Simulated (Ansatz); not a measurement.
Compare A (`BNC(O)F`) with its isomer B (`COB(N)F`).

Calculated with Ansatz (gas phase, PBE0-D4/def2-TZVP geometries, no zero-point term in ΔE). CCSD(T)/CBS adds triple-zeta CCSD(T) − MP2 to the extrapolated MP2 energy (def2 sets, frozen cores). This one scheme is used for every species. Functionals use def2-TZVPP. B3LYP here is the variant with VWN-RPA as its local correlation; programs differ in this. One conformer a species, not always the lowest.

Question: Which is lower in electronic energy at CCSD(T)/CBS, and by how much? (An estimate is asked.)

Answer: The calculation gave: B, by 324.6 kJ/mol.

Question: Give E(B) − E(A) in kJ/mol with PBE-D4, B3LYP, B3LYP-D4, B2PLYP, r2SCAN-D4, PBE0-D4, HF/def2-TZVPP. (Best estimate.)

Answer: Ansatz gave: PBE-D4 -305.9, B3LYP -323.1, B3LYP-D4 -322.4, B2PLYP -325.6, r2SCAN-D4 -321.9, PBE0-D4 -314.8, HF/def2-TZVPP -335.4. None reverses the order clearly.

Largest T1 diagnostic: 0.013.

In def2-TZVPP, CCSD(T) changes the Hartree–Fock value by +14.6 kJ/mol (the triples alone add +4.2 kJ/mol) and MP2 by +6.7 kJ/mol. From PBE to PBE0 (25 % exact exchange), in def2-TZVPP and without D4, E(B) − E(A) moves by −8.8 kJ/mol.
